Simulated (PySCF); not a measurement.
C2H8N2Si2, SMILES CC1=N[Si@@H](N)[SiH2]1. The structure is a stationary point at PBE-D3(BJ)/def2-SVP. The structure was generated by enumeration; whether it is a known compound was not checked. Other conformers were not sampled.

Computed equilibrium geometry at PBE-D3(BJ)/def2-SVP (PySCF confirms it by a frequency run) as Cartesian coordinates in Å (one conformer of several):
```xyz
14

C      2.6933    -0.6791     0.2527
C      1.2510    -0.3105     0.0621
N      0.3406    -1.1811    -0.2690
Si    -1.1458    -0.1566    -0.5431
N     -2.6176    -0.5314     0.2864
Si     0.3822     1.4210     0.2956
H      3.0353    -0.4052     1.2734
H      3.3301    -0.1029    -0.4525
H      2.8435    -1.7638     0.0842
H     -1.4855    -0.1757    -2.0067
H     -3.2928    -1.1770    -0.1294
H     -2.6453    -0.5719     1.3073
H      0.2517     1.7612     1.7642
H      0.9263     2.6587    -0.3859
```
